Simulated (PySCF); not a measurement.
Ga(F)2(OSiH3) (F2GaH3OSi), SMILES [F][Ga]([F])[O][SiH3]. Atoms are numbered in the order given.

```xyz
8

Ga    -0.0142     0.7301     0.0000
F     -1.1283     2.0625     0.0000
F      1.6884     1.0975     0.0000
O     -0.6026    -0.9219     0.0000
Si    -0.0160    -2.4876     0.0000
H      0.8146    -2.7319    -1.2143
H     -1.1845    -3.4072     0.0000
H      0.8146    -2.7319     1.2143
```

Geometry optimised at B3LYP-D3(BJ)/def2-SVP. The structure was generated by enumeration; whether it is a known compound was not checked. Other conformers were not sampled.

Computed with PBE0/def2-TZVP in PySCF.

The molecule is in vacuum.

| Property | Value |
|---|---|
| total energy | -2490.69246 hartree |
| point group | Cs |
| highest occupied level | -9.26 eV |
| lowest empty level | -2.02 eV |
| orbital gap | 7.24 eV |
| dipole moment | 1.58 D |
| quadrupole, principal values (traceless, Buckingham form, about the centre of nuclear charge) | -6.52, -1.82, 8.34 D·Å |
| mean static polarisability | 50.2 bohr³ (7.44 Å³) |
| polarisability, principal values | 42.8, 48.4, 59.5 bohr³ |
